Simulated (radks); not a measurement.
Results of a calculation; reference values are marked as such.
Task: Radial electron density D(r) = 4 pi r^2 rho(r) of an atom or ion with 36 electrons. Code: a radial shooting solver on a logarithmic mesh with Libxc functionals. Model: non-relativistic Kohn-Sham, PBE, spin-polarised, spherical densities, point nucleus.

r (bohr),D(r) (e/bohr)
0.004557,8.069
0.005934,12.26
0.007665,17.81
0.009901,24.88
0.01289,33.28
0.01665,41.33
0.02151,47.36
0.02779,49.45
0.03618,46.98
0.04674,42.86
0.06038,42.45
0.07862,49.44
0.1016,58.74
0.1312,59.76
0.1695,48.84
0.2207,37.90
0.285,40.04
0.3682,45.52
0.4794,37.27
0.6193,20.40
0.8,10.55
1.033,9.054
1.346,7.298
1.738,3.486
2.245,0.8845
2.924,0.09998
3.777,0.004700

What is the nuclear charge?

Result: Z = 40. The innermost maximum, from 1s, lies near 1/Z = 0.025 bohr (found: 0.0273), and its height grows with Z. The density is that of the zirconium ion Zr4+ in [Kr]; the configuration itself is not fixed sharply by these data, and Z only to a few units. D(r) has 3 maxima, at r = 0.0273, 0.118, 0.371 bohr, and minima at 0.0544, 0.239 bohr, inside which lie 2.06, 11.13 electrons.
